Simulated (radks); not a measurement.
The numbers below are computed, except where a source is named.
The nuclear charge of neutral cobalt is varied continuously with 27 electrons held in [Ar] 3d7 4s2. Code: a radial shooting solver on a logarithmic mesh with Libxc functionals. Model: scalar-relativistic Kohn-Sham, PBE, spin-polarised, spherical densities, finite nucleus; open shells are filled with parallel spins first; Fermi nuclear charge, rms radius 3.7875 fm. By the Hellmann-Feynman theorem dE/dZ = E(electron-nucleus)/Z, the electronic potential at the nucleus (averaged over a nucleus of fixed radius). The scalar-relativistic energy here is not variational (the density holds large components alone), so the two differ by a part that grows with Z.

[
 {"Z": "26.8", "E (hartree)": "-1368.59848", "E(electron-nucleus)/Z (hartree)": "-122.381", "HOMO": "4s", "e(HOMO) (eV)": "-3.632", "<r> HOMO (bohr)": "3.121"},
 {"Z": "27", "E (hartree)": "-1393.22011", "E(electron-nucleus)/Z (hartree)": "-123.616", "HOMO": "4s", "e(HOMO) (eV)": "-5.175", "<r> HOMO (bohr)": "2.967"},
 {"Z": "27.2", "E (hartree)": "-1418.08906", "E(electron-nucleus)/Z (hartree)": "-124.848", "HOMO": "4s", "e(HOMO) (eV)": "-6.844", "<r> HOMO (bohr)": "2.835"},
 {"Z": "27.4", "E (hartree)": "-1443.20480", "E(electron-nucleus)/Z (hartree)": "-126.078", "HOMO": "4s", "e(HOMO) (eV)": "-8.630", "<r> HOMO (bohr)": "2.720"},
 {"Z": "27.6", "E (hartree)": "-1468.56694", "E(electron-nucleus)/Z (hartree)": "-127.306", "HOMO": "4s", "e(HOMO) (eV)": "-10.527", "<r> HOMO (bohr)": "2.619"},
 {"Z": "27.8", "E (hartree)": "-1494.17513", "E(electron-nucleus)/Z (hartree)": "-128.533", "HOMO": "4s", "e(HOMO) (eV)": "-12.530", "<r> HOMO (bohr)": "2.527"},
 {"Z": "28", "E (hartree)": "-1520.02912", "E(electron-nucleus)/Z (hartree)": "-129.758", "HOMO": "4s", "e(HOMO) (eV)": "-14.634", "<r> HOMO (bohr)": "2.445"}
]

The central difference of E at Z = 27 is -123.726 hartree, to compare with the third column; the second derivative is -6.18 hartree.
